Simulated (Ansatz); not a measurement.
Steps of a relaxation of `N=C([SeH])[SiH2]Cl` with RKS PBE0-D4/def2-TZVP.

```sh
$ ansatz run in.yaml --threads 4 --pin off --events-out ev --progress --plain --max-ram 10444MiB
```

```yaml
crystal:
  periodic: [false, false, false]
  atoms:
    - {symbol: N, position_ang: [0.508986, 1.713369, -0.842409]}
    - {symbol: C, position_ang: [0.615584, 0.568424, -0.286419]}
    - {symbol: Se, position_ang: [2.408396, -0.095505, 0.050860]}
    - {symbol: Si, position_ang: [-0.808315, -0.562875, 0.298464]}
    - {symbol: Cl, position_ang: [-2.564120, 0.394067, -0.289056]}
    - {symbol: H, position_ang: [-0.492015, 1.961886, -0.959160]}
    - {symbol: H, position_ang: [1.941476, -1.409054, 0.575237]}
    - {symbol: H, position_ang: [-0.726035, -1.910270, -0.356149]}
    - {symbol: H, position_ang: [-0.795557, -0.706243, 1.791532]}
basis:
  gaussian: {orbitals: def2-TZVP}
hamiltonian: {xc: pbe0, dispersion: d4}
relax: {f_tol: 0.005, max_steps: 150}
```

Positions (Å) and forces (eV/Å) along the path, 10 of 10 steps:

```xyz
9
step=1 energy=-88326.4251 eV
N     0.509    1.713   -0.842   -0.450   -0.903    0.439
C     0.616    0.568   -0.286   -0.043    0.626   -0.275
Se    2.408   -0.096    0.051   -0.498   -0.164    0.043
Si   -0.808   -0.563    0.298   -0.129    0.167   -0.101
Cl   -2.564    0.394   -0.289    0.456   -0.305    0.186
H    -0.492    1.962   -0.959    0.590   -0.135    0.059
H     1.941   -1.409    0.575    0.108    0.317   -0.121
H    -0.726   -1.910   -0.356   -0.027    0.338    0.133
H    -0.796   -0.706    1.792   -0.006    0.059   -0.362
9
step=2 energy=-88326.4676 eV
N     0.514    1.698   -0.835   -0.258   -0.161    0.078
C     0.612    0.565   -0.281    0.031    0.053   -0.038
Se    2.389   -0.096    0.051   -0.137   -0.036    0.013
Si   -0.806   -0.556    0.294    0.014    0.054   -0.027
Cl   -2.555    0.363   -0.269    0.058   -0.030    0.020
H    -0.474    1.950   -0.957    0.213    0.015   -0.001
H     1.927   -1.395    0.572    0.030    0.039   -0.006
H    -0.726   -1.884   -0.364    0.023    0.073    0.044
H    -0.792   -0.691    1.772    0.027   -0.006   -0.083
9
step=3 energy=-88326.4708 eV
N     0.509    1.695   -0.837   -0.016   -0.006    0.015
C     0.604    0.564   -0.287   -0.007   -0.036    0.043
Se    2.372   -0.104    0.054    0.041    0.024   -0.023
Si   -0.806   -0.551    0.290    0.047    0.012   -0.014
Cl   -2.554    0.361   -0.267   -0.026   -0.006    0.007
H    -0.471    1.959   -0.955    0.010    0.031   -0.036
H     1.918   -1.400    0.583   -0.032   -0.007    0.006
H    -0.710   -1.876   -0.361   -0.010   -0.014   -0.013
H    -0.773   -0.693    1.762   -0.008    0.003    0.015
9
step=4 energy=-88326.4713 eV
N     0.512    1.697   -0.833   -0.007   -0.014   -0.019
C     0.605    0.565   -0.282    0.003    0.000   -0.005
Se    2.372   -0.104    0.054    0.018   -0.002    0.006
Si   -0.804   -0.551    0.290    0.012   -0.007    0.001
Cl   -2.559    0.355   -0.259   -0.009    0.003   -0.002
H    -0.466    1.959   -0.967   -0.012    0.038    0.005
H     1.909   -1.397    0.583   -0.005   -0.006    0.011
H    -0.709   -1.875   -0.365   -0.001   -0.010   -0.011
H    -0.771   -0.695    1.762    0.001   -0.001    0.014
9
step=5 energy=-88326.4715 eV
N     0.513    1.696   -0.838   -0.009   -0.013    0.016
C     0.605    0.566   -0.284    0.002    0.023   -0.023
Se    2.372   -0.105    0.054    0.003   -0.014    0.003
Si   -0.803   -0.552    0.289   -0.008   -0.005    0.010
Cl   -2.561    0.352   -0.256    0.001    0.003   -0.001
H    -0.464    1.965   -0.965   -0.003    0.010   -0.010
H     1.905   -1.395    0.587    0.004    0.000    0.007
H    -0.710   -1.875   -0.367    0.004    0.000   -0.004
H    -0.769   -0.696    1.762    0.004   -0.005    0.003
9
step=6 energy=-88326.4719 eV
N     0.513    1.694   -0.844   -0.009    0.001   -0.003
C     0.603    0.566   -0.287    0.019    0.000    0.003
Se    2.371   -0.109    0.049   -0.016   -0.003    0.000
Si   -0.803   -0.554    0.286    0.009   -0.007    0.000
Cl   -2.562    0.359   -0.238   -0.006    0.003    0.002
H    -0.463    1.966   -0.975    0.003    0.002   -0.002
H     1.901   -1.382    0.620    0.003    0.002    0.002
H    -0.716   -1.871   -0.385   -0.001    0.002   -0.002
H    -0.756   -0.715    1.757   -0.001    0.000    0.000
9
step=7 energy=-88326.4720 eV
N     0.513    1.692   -0.851    0.002    0.015   -0.014
C     0.602    0.566   -0.290    0.016   -0.025    0.016
Se    2.370   -0.112    0.045   -0.019   -0.005    0.004
Si   -0.803   -0.556    0.282    0.002   -0.004    0.002
Cl   -2.564    0.367   -0.216   -0.003    0.002   -0.001
H    -0.462    1.965   -0.985    0.000   -0.006    0.004
H     1.899   -1.369    0.654    0.002    0.018   -0.009
H    -0.723   -1.865   -0.406   -0.002    0.005    0.001
H    -0.745   -0.735    1.751    0.001   -0.001   -0.004
9
step=8 energy=-88326.4721 eV
N     0.513    1.691   -0.854    0.002    0.018   -0.014
C     0.603    0.566   -0.291    0.014   -0.019    0.015
Se    2.370   -0.112    0.045   -0.017   -0.008    0.006
Si   -0.802   -0.557    0.281    0.003   -0.001   -0.004
Cl   -2.563    0.371   -0.210    0.000   -0.001    0.003
H    -0.462    1.963   -0.988   -0.003   -0.004    0.003
H     1.897   -1.363    0.664    0.007    0.012   -0.007
H    -0.726   -1.862   -0.413   -0.003    0.002    0.001
H    -0.739   -0.742    1.749   -0.003    0.001   -0.003
9
step=9 energy=-88326.4721 eV
N     0.513    1.688   -0.857    0.003    0.011   -0.007
C     0.603    0.565   -0.291   -0.001   -0.012    0.008
Se    2.370   -0.111    0.045    0.000   -0.002    0.003
Si   -0.802   -0.558    0.280   -0.003    0.002   -0.001
Cl   -2.563    0.376   -0.201    0.003   -0.001    0.002
H    -0.463    1.959   -0.992   -0.004    0.000    0.000
H     1.898   -1.356    0.675    0.002    0.002   -0.002
H    -0.732   -1.859   -0.422   -0.001   -0.001   -0.001
H    -0.736   -0.750    1.746    0.000    0.000   -0.001
9
step=10 energy=-88326.4722 eV
N     0.513    1.687   -0.859    0.002    0.000    0.001
C     0.604    0.565   -0.291   -0.003   -0.002   -0.002
Se    2.370   -0.110    0.047    0.004    0.002    0.000
Si   -0.802   -0.558    0.279   -0.001    0.004    0.001
Cl   -2.563    0.380   -0.197    0.001   -0.002    0.001
H    -0.463    1.957   -0.994   -0.002    0.001   -0.001
H     1.899   -1.353    0.680    0.000   -0.001    0.000
H    -0.735   -1.858   -0.426   -0.001   -0.001    0.000
H    -0.735   -0.755    1.745    0.000   -0.001    0.000
```

It took 58 s on 4 threads of an Arm Neoverse V1 on a shared host, with 0.68 GiB of host memory at the peak.
